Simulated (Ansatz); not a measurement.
`C[SiH]1C=N1` + `C[SiH3]` → `C[SiH2][SiH]1C=N1` + CH₄  (formal exchange of groups at the Si–C bond)

Calculated with Ansatz (gas phase, PBE0-D4/def2-TZVP geometries, no zero-point term in ΔE). CCSD(T)/CBS is the MP2 limit (def2-TZVPP, def2-QZVPP) plus CCSD(T) − MP2 in def2-TZVPP, frozen cores. This one scheme is used for every species. Functionals use def2-TZVPP. B3LYP here is the variant with VWN-RPA as its local correlation; programs differ in this. One conformer a species, not always the lowest.

CCSD(T)/CBS gives -0.08 eV.

Another level gave -0.23 eV. Which?
A. PBE0-D4/def2-TZVPP
B. B3LYP-D4/def2-TZVPP
C. SCS-MP2/def2-TZVPP
D. PBE-D4/def2-TZVPP

D. PBE-D4 -0.23, B3LYP-D4 -0.12, SCS-MP2/def2-TZVPP -0.02, PBE0-D4 -0.16 eV.

Largest T1 diagnostic among the species: 0.016.

In def2-TZVPP, CCSD(T) changes the Hartree–Fock value by −0.18 eV (the triples alone add −0.04 eV) and MP2 by −0.14 eV. From PBE to PBE0 (25 % exact exchange), in def2-TZVPP and without D4, ΔE moves by +0.06 eV.
